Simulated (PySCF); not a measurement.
Ta(O)(OH)(NH2)2 (H5N2O2Ta), SMILES [Ta]([NH2])([OH])([NH2])=[O], multiplicity 1.

Coordinates come from a PBE0-D3(BJ)/def2-SVP optimisation. The spin state was assumed, not searched. The structure was generated by enumeration; whether it is a known compound was not checked. The def2 effective core potentials stand for the cores of Ta; spin–orbit coupling is left out. Other conformers were not sampled.

The numbers are results of TDDFT-LC-ωPBE/def2-SVPD run with PySCF, not measurements.

Vertical excitations. The molecule is in vacuum. State labels are in the subgroup Cs.

List the lowest excited states. (The exact figures need the calculation; the answer reports its results.)


| state | symmetry | energy (eV) | λ (nm) | f | main pairs |
|---|---|---|---|---|---|
| S1 | A' | 6.33 | 196 | 0.025 | HOMO→LUMO+1 90 % |
| S2 | A" | 6.51 | 191 | 0.049 | HOMO→LUMO+2 42 %, HOMO→LUMO 29 %, HOMO−1→LUMO+1 17 % |
| S3 | A" | 6.85 | 181 | 0.001 | HOMO→LUMO 44 %, HOMO→LUMO+3 24 %, HOMO→LUMO+2 10 %, HOMO−1→LUMO+1 9 % |
| S4 | A" | 7.08 | 175 | 0.064 | HOMO−1→LUMO+1 35 %, HOMO−3→LUMO+1 22 %, HOMO→LUMO+2 10 %, HOMO−4→LUMO+1 10 % |
| S5 | A" | 7.27 | 170 | 0.072 | HOMO−3→LUMO+1 45 %, HOMO−1→LUMO+1 13 %, HOMO−2→LUMO+2 10 %, HOMO→LUMO+3 8 % |
| T1 | A" | 5.86 | 212 | 0 | HOMO→LUMO+2 61 %, HOMO→LUMO+3 18 % |
| T2 | A' | 5.91 | 210 | 0 | HOMO→LUMO+1 85 % |
| T3 | A" | 6.40 | 194 | 0 | HOMO→LUMO 55 %, HOMO→LUMO+3 13 %, HOMO−1→LUMO+1 11 % |
| T4 | A' | 6.41 | 193 | 0 | HOMO−2→LUMO+1 59 %, HOMO−2→LUMO+7 11 % |
Triplets are in the Tamm–Dancoff approximation, which puts them higher than full response would, so one can lie above its singlet here.
